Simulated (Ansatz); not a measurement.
input.yaml

```yaml
crystal:
  periodic: [false, false, false]
  atoms:
    - { symbol: Si, position_ang: [-0.192118, 0.821462, 0.206637] }
    - { symbol: H, position_ang: [1.119316, -0.341899, -0.102021] }
    - { symbol: O, position_ang: [-0.903522, -0.394874, 1.103506] }
    - { symbol: Si, position_ang: [-0.445371, -1.856609, 1.771499] }
    - { symbol: H, position_ang: [-1.449203, 1.560699, -0.122411] }
    - { symbol: H, position_ang: [0.767856, 1.727075, 0.883874] }
    - { symbol: H, position_ang: [0.840149, 0.27244, -0.966864] }
    - { symbol: C, position_ang: [0.316322, 1.170015, -1.916236] }
    - { symbol: H, position_ang: [0.734124, -1.697236, 2.671056] }
    - { symbol: H, position_ang: [-1.60057, -2.362059, 2.560828] }
    - { symbol: H, position_ang: [-0.112986, -2.841771, 0.702065] }
    - { symbol: H, position_ang: [0.291641, 2.267684, -1.853973] }
    - { symbol: H, position_ang: [-0.576258, 0.796828, -2.439139] }
    - { symbol: H, position_ang: [1.210619, 0.878344, -2.49882] }
basis:
  gaussian: { orbitals: def2-SVP }
hamiltonian:
  xc: b3lyp
  dispersion: d4
md:
  timestep: 0.5
  n_steps: 200
  ensemble: nve
  temperature: 300.0
  initial_velocities: maxwell_boltzmann
  seed: 2633
```

Command:

```bash
$ ansatz run input.yaml --threads 2 --pin off --max-ram 3072MiB --backend cpu --events-out ev --progress --plain --runs-dir out
```

Hardware: 2 threads of Arm Neoverse V1 (shared host).

Roughly how long does this run take, and how much memory?

8.3 min, with a peak of 0.25 GiB, for 201 ionic steps.
